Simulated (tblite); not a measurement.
Species: C6H5O3 (doublet state).
Numbering: `[CH3:1][O:2][c:3]1[cH:4][c:5][cH:6][o:7][c:8]1=[O:9]` (hydrogens: H10, H11, H12 on C1; H13 on C4; H14 on C6)

Structure used (GFN2-xTB), in Å, numbered top down from 1:
```xyz
14
C6H5O3 angstrom
C      2.2877   -0.1190    0.6938
O      1.1753    0.7446    0.6559
C      0.0310    0.2982    0.1164
C     -0.1838   -0.9299   -0.4452
C     -1.4623   -1.1847   -0.9441
C     -2.4636   -0.3160   -0.9043
O     -2.2574    0.9179   -0.3598
C     -1.0625    1.2955    0.1636
O     -0.9478    2.3989    0.6319
H      3.0799    0.4424    1.1851
H      2.0685   -1.0230    1.2709
H      2.6097   -0.3977   -0.3147
H      0.5934   -1.6756   -0.5084
H     -3.4689   -0.4520   -1.2633
```

Method: GFN2-xTB as coded in tblite; computed harmonic values from a numerical Hessian at the method's own geometry, unscaled. Errors from tens to a few hundred cm⁻¹ against measured bands are possible. One conformer, not necessarily the lowest. Open shells enter through the occupations alone, without spin polarisation, and single modes of such species can be off by tens of per cent.

Harmonic wavenumbers (cm⁻¹): 74.0, 123.1, 189.8, 207.3, 233.8, 336.8, 339.1, 450.1, 485.9, 500.5, 551.1, 702.9, 767.5, 769.0, 794.7, 804.4, 1003.9, 1035.6, 1074.2, 1103.5, 1114.6, 1147.3, 1203.8, 1265.3, 1316.9, 1395.7, 1462.3, 1470.0, 1507.2, 1606.2, 1741.8, 2937.7, 2949.3, 3039.1, 3082.6, 3116.5.

A = 2963, B = 1556, C = 1027 MHz; mass 125.024 u (most abundant isotopes); point group Cs, symmetry number 1; spin multiplicity 2.

Q: What is the zero-point energy?

A: ½Σν̃ = 20952 cm⁻¹ = 250.64 kJ/mol.

Q: Give the ideal-gas entropy at 298.15 K and 1 bar in the rigid-rotor, harmonic-oscillator model (classical rotation).

A: Translation 169.07, rotation 119.70, vibration 84.27, spin (R ln 2) 5.76: S = 378.8 J/(mol K).

Q: And Cp and H(298.15 K) − H(0)?

A: Cp = 133.15 J/(mol K), of which vibrations give 99.89 (their classical limit is 36 R = 299.3); H(298.15 K) − H(0) = 24.23 kJ/mol without the zero-point energy, 14.31 from vibrations.

Q: How do the functions run with temperature in this model?

A: 
| T (K) | S (J/(mol K)) | Cp (J/(mol K)) | H − H(0) (kJ/mol) | G − H(0) (kJ/mol) | ln q(vib) |
| --- | --- | --- | --- | --- | --- |
| 50 | 240.2 | 44.6 | 1.85 | -10.16 | 0.16 |
| 100 | 277.1 | 64.2 | 4.57 | -23.15 | 0.78 |
| 373.15 | 411.3 | 157.0 | 35.12 | -118.35 | 5.83 |
| 500 | 462.2 | 191.2 | 57.30 | -173.81 | 8.32 |
| 750 | 549.2 | 236.9 | 111.31 | -300.58 | 13.09 |
| 1000 | 621.4 | 264.6 | 174.26 | -447.18 | 17.52 |

q(vib) and H(0) count from the zero-point level.

Q: What must be added to the electronic energy to get the Gibbs energy at 298.15 K and 1 bar?

A: ZPE + [H(298.15 K) − H(0)] − T·S = 250.64 + 24.23 − 112.94 = 161.93 kJ/mol.

Q: Which modes carry the vibrational entropy at 298.15 K?

A: 74.0 cm⁻¹: 16.92; 123.1 cm⁻¹: 12.77; 189.8 cm⁻¹: 9.33; 207.3 cm⁻¹: 8.65; 233.8 cm⁻¹: 7.74; 336.8 cm⁻¹: 5.13 J/(mol K); the other 30 give 23.73 together.

Hindered rotation and anharmonicity are outside this model. Other conformers, if any are populated, would add a mixing term that is left out.

On Arm Neoverse V1, one thread, no GPU, shared host, this took 0.41 s of wall time. The figure is for the frequency step alone.
